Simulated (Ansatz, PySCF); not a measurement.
The pair A = HCl (SMILES Cl) (first 2 atoms), B = C2H6O (SMILES CCO); geometry from B3LYP-D3(BJ)/def2-TZVP.
(charge 0, multiplicity 1):
| atom | x (Å) | y (Å) | z (Å) |
|---|---|---|---|
| Cl | 0.7975 | 0.1376 | -0.3427 |
| H | 0.1375 | -0.2383 | 0.7303 |
| C | 0.7368 | 0.9919 | 3.5432 |
| C | 0.4192 | -0.4720 | 3.3095 |
| O | -0.5670 | -0.6658 | 2.2808 |
| H | 1.5105 | 1.0931 | 4.3070 |
| H | -0.1459 | 1.5348 | 3.8922 |
| H | 1.0927 | 1.4615 | 2.6258 |
| H | 1.2989 | -1.0097 | 2.9568 |
| H | 0.0778 | -0.9548 | 4.2301 |
| H | -1.3570 | -0.1584 | 2.5012 |

Frozen-core correlation. CBS: X⁻³ extrapolation of the correlation energy, Hartree–Fock from the larger set. MP2 and its Hartree–Fock in aug-cc-pV(T+d)Z are density fitted.

Programs: Ansatz (Gaussian basis) for Hartree–Fock, density functionals and correlated methods; PySCF for the dispersion terms. Each number belongs to the level named beside it.

The monomers are drawn apart, rigid, along the line of their centres of mass. Counterpoise-corrected interaction energies (kcal/mol):

```
level                                                                 R = 4.105 Å  R = 4.807 Å
--------------------------------------------------------------------  -----------  -----------
PBE/def2-TZVPPD                                                           -4.3630      -2.0861
PBE-D3(BJ)/def2-TZVPPD                                                    -5.0765      -2.4313
wB97M-V/def2-TZVPPD                                                       -4.6676      -2.2716
MP2/CBS(aug-cc-pV(D+d)Z, aug-cc-pV(T+d)Z) + ΔCCSD(T)/aug-cc-pV(D+d)Z      -4.6424      -2.2792
```

Q: R is the distance of the centres of mass. Find the local exponent m of E ∝ R⁻ᵐ between the two points.

A: 
m = ln(E₁/E₂)/ln(R₂/R₁): PBE/def2-TZVPPD 4.7; PBE-D3(BJ)/def2-TZVPPD 4.7; wB97M-V/def2-TZVPPD 4.6; MP2/CBS(aug-cc-pV(D+d)Z, aug-cc-pV(T+d)Z) + ΔCCSD(T)/aug-cc-pV(D+d)Z 4.5. For scale, two fixed dipoles give m = 3, dipole and quadrupole 4, quadrupoles 5, and dispersion or dipole-induced dipole 6 at long range; at these distances several terms mix, and what is left of overlap and damping shifts m, so it need not match one of them.

Ansatz is a quantum-chemistry and plane-wave program.
